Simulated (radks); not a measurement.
Problem. The cerium ion Ce20+, configuration [Kr] 4d2. Calculated with a radial shooting solver on a logarithmic mesh with Libxc functionals: scalar-relativistic Kohn-Sham, PBEsol, spin-polarised, spherical densities, finite nucleus; open shells are filled with parallel spins first (spin-orbit coupling, left out, can overturn this in heavy ions); Fermi nuclear charge, rms radius 4.8771 fm. Some entries of the table are withheld. Estimate them.

orbital  occ.  eigenvalue (hartree)  <r^2> (bohr^2)
1s up       1             -1498.813       0.0008214
1s down     1             -1498.812       0.0008214
2s up       1             -256.5277         0.01305
2s down     1             -256.4799         0.01305
2p up       3             -231.8791         0.01040
2p down     3             -231.8413         0.01040
3s up       1             -69.85084         0.08769
3s down     1             -69.82380         0.08762
3p up       3             -62.00927         0.08737
3p down     3             -61.97937         0.08729
3d up       5                   (1)             (2)
3d down     5                   (3)             (4)
4s up       1             -27.35121             (5)
4s down     1             -27.20280             (6)
4p up       3             -24.58896          0.4315
4p down     3             -24.44135          0.4319
4d up       2             -20.62253          0.4658
4d down     0             -20.47704          0.4668

Solution. 
(1) 3d up eigenvalue (hartree): -50.97699
(2) 3d up <r^2> (bohr^2): 0.07391
(3) 3d down eigenvalue (hartree): -50.93450
(4) 3d down <r^2> (bohr^2): 0.07385
(5) 4s up <r^2> (bohr^2): 0.4004
(6) 4s down <r^2> (bohr^2): 0.4006
